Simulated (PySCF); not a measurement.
C8H14Si.
Structure used (GFN2-xTB), in Å, numbered top down from 1:
```xyz
23
C8H14Si angstrom
C      2.8244    0.3809    0.2722
C      2.6536    0.3647   -1.0402
Si     1.0314   -0.0571   -1.9080
C     -0.1433   -0.7599   -0.6399
C     -1.1733   -0.2908    0.0827
C     -1.8776    1.0138    0.1681
C     -1.3186    1.8643    1.3123
C     -1.3699   -1.5645    0.8616
C     -0.1945   -2.1230    0.0249
H      3.7682    0.6255    0.7378
H      2.0164    0.1458    0.9472
H      3.5013    0.6100   -1.6696
H      1.3026   -1.0610   -2.9479
H      0.4760    1.1581   -2.5208
H     -1.7528    1.5506   -0.7748
H     -2.9448    0.8434    0.3348
H     -1.4416    1.3498    2.2628
H     -0.2592    2.0530    1.1536
H     -1.8379    2.8183    1.3669
H     -1.1721   -1.4899    1.9309
H     -2.3267   -2.0652    0.7131
H     -0.4590   -2.9447   -0.6386
H      0.6928   -2.3952    0.5949
```

NICS = −σ at a ghost point: NICS(0) at the centroid of the ring atoms, NICS(1) 1 Å to either side along the normal of their mean plane, zz for the tensor component along that normal. Level: GIAO PBE0/pcSseg-1 (PySCF, non-relativistic, gas phase) on the GFN2-xTB geometry, one conformer.

Ring bond lengths (Å), with Mayer bond orders in brackets: C4–C5 1.343 (1.72), C5–C8 1.506 (1.07), C8–C9 1.547 (1.07), C9–C4 1.517 (1.04).

Problem. Give the NICS values of each ring in ppm.

Solution. 
```
       ring                                                    type  NICS(0)  NICS(1), two faces  NICS(1)zz, two faces  rms pucker (Å)  centre to ring atoms, mean (Å)
C4–C5–C8–C9  4-membered carbocycle; formal bonds 1 double, 3 single      3.2         -1.9 / -2.2             0.7 / 1.0            0.00                            1.04
```

Problem. What do they say, and how far can they be read as aromaticity?

Solution. 
- C4–C5–C8–C9: mean NICS(1)zz 0.9 ppm, near zero. C8, C9 have four or more neighbours, so the value isn't read as a sign of a π ring current. NICS(0) lies 5 ppm above the mean NICS(1).

Problem. At the second NICS(1) probe listed for ring C4–C5–C8–C9, 1 Å off the ring, how large is the induced field along the normal in 1 T applied along it?

Solution. NICSzz × B0 = 1.0 ppm × 1 T = 1 μT, along the applied field.

Problem. Give the inner angles of the rings and the Hirshfeld charges of the ring atoms.

Solution. 
- C4–C5–C8–C9: C4 93.0° (-0.107 e), C5 94.8° (+0.022 e), C8 85.8° (-0.075 e), C9 86.5° (-0.074 e); sum 360.0° against 360° for a flat convex ring.

Time: 38 s; peak memory 1.1 GiB. Hardware: Intel Xeon 6975P-C, one thread, shared host with 192 logical CPUs at a one-minute load of 47. This is the whole shielding run at PBE0/pcSseg-1, SCF included.
